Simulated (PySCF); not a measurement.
CH4BFO, SMILES CB(O)F.

Geometry: PBE0-D3(BJ)/def2-SVP. One conformer was computed; it need not be the lowest.

These are PBE0-D3(BJ)/def2-SVP (PySCF) values and carry that method's errors.

Frequencies are harmonic and unscaled.

```csv
mode,ν (cm⁻¹),IR (km/mol),moving atoms (share of kinetic energy)
1,75,1.4,H 94 %
2,332,1.4,"H 31 %, F 24 %, O 21 %, C 14 %, B 9 %"
3,455,7.9,"H 57 %, B 38 %"
4,464,34.2,"F 32 %, O 24 %, H 19 %, C 17 %"
5,638,145.1,"H 77 %, O 12 %, B 9 %"
6,786,9.3,"C 31 %, O 22 %, H 22 %, F 21 %"
7,866,1.3,"H 64 %, C 25 %"
8,906,38.6,"H 44 %, B 35 %, C 18 %"
9,1012,88.1,"H 66 %, O 19 %, F 11 %"
10,1266,25.7,"H 68 %, B 18 %, C 9 %"
11,1398,283.2,"B 45 %, H 31 %, C 11 %, F 9 %"
12,1413,146.3,"H 60 %, B 26 %, C 9 %"
13,1437,4.7,H 96 %
14,1481,237.7,"B 52 %, H 28 %, O 14 %"
15,3064,0.2,H 97 %
16,3148,3.2,"H 91 %, C 9 %"
17,3189,5.1,"H 91 %, C 9 %"
18,3889,85.0,H 94 %
```
